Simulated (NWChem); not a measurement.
System: CH4Cl2Ge; SMILES [GeH]([CH3])([Cl])[Cl]

All runs: NWChem. Medium grid unless said otherwise, to which SCAN and Minnesota functionals are sensitive. All runs use the structure optimised with PBE-D3(BJ)/def2-SVP. Total energies of different functionals are on different scales.

```tsv
level	energy (Ha)	highest occupied level (eV)	orbital gap (eV)	dipole (D)
B3LYP/def2-TZVP	-3038.1357	-8.48	7.57	2.78
PBE/def2-TZVP	-3037.3054	-7.39	5.79	2.70
M05-2X/def2-TZVP	-3037.9642	-10.10	10.57	2.87
KT2/def2-TZVP	-3054.0918	-7.49	5.80	2.69
MN15/def2-TZVP	-3038.1195	-9.50	9.50	2.81
PW6B95/def2-TZVP	-3039.8165	-8.81	8.23	2.79
r2SCAN/def2-TZVP	-3037.9638	-7.73	6.42	2.81
RPBE/def2-TZVP	-3037.8669	-7.35	5.86	2.68
```
